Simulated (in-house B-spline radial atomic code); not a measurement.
Configurations of neutral chromium, with energies counted from [Ar] 3d5 4s1. Method: scalar-relativistic (X2C) revTPSS, spin-polarised, spherical fractional occupations, Fermi nucleus of rms radius 3.6452 fm. Calculated with a radial B-spline atomic code at the basis-set limit. Shells without spins written out take the highest spin.

Occupations are held fixed; configurations that lie above the ionisation limit could autoionise.

| configuration | E - E(ref) (eV) | highest orbital | its <r> (bohr) |
| --- | --- | --- | --- |
| [Ar] 3d(1 up, 4 down) 4s(0 up, 1 down) | 3.4215 | 3d up | 1.689 |
| [Ar] 3d5 4d1 | 5.6072 | 4d up | 10.37 |
| [Ar] 3d(2 up, 3 down) 4s(1 up, 0 down) | 5.6199 | 3d up | 1.622 |
| [Ar] 3d5 4f1 | 6.261 | 4f up | 17.11 |
| [Ar] 3d4 4s1 4d1 | 7.2869 | 4d up | 9.781 |
| [Ne] 3s2 3p5 3d5 4s1 5p1 | 45.508 | 5p up | 10.59 |
| [Ne] 3s2 3p5 3d5 4s1 5d1 | 46.344 | 5d up | 18.35 |
| [Ne] 3s2 3p(2 up, 3 down) 3d(1 up, 4 down) 4s(0 up, 1 down) 4d(0 up, 1 down) | 51.117 | 4d down | 9.719 |

Question: Order these further configurations by energy, lowest first.
A. [Ar] 3d(4 up, 0 down) 4s(1 up, 0 down) 5p(0 up, 1 down)
B. [Ne] 3s2 3p5 3d5 4s1 4d1
C. [Ar] 3d4 4s1 4f1
D. [Ne] 3s2 3p5 3d6 4s1
E. [Ar] 3d(1 up, 4 down) 5d(0 up, 1 down)

Answer: A (7.1624 eV), C (8.0014 eV), E (9.6711 eV), D (42.59 eV), B (45.746 eV).

Question: How far above the reference does [Ar] 3d4 4s1 4p1 lie?

Answer: 4.1202 eV; its least bound orbital is 4p up with <r> = 4.077 bohr.

Question: How far above the reference does [Ar] 3d(4 up, 0 down) 4s(0 up, 1 down) 4f(0 up, 1 down) lie?

Answer: 9.2095 eV; its least bound orbital is 4f down with <r> = 16.89 bohr.

Question: How far above the reference does [Ar] 3d(5 up, 0 down) 4s(0 up, 1 down) lie?

Answer: 1.314 eV; its least bound orbital is 3d up with <r> = 1.441 bohr.
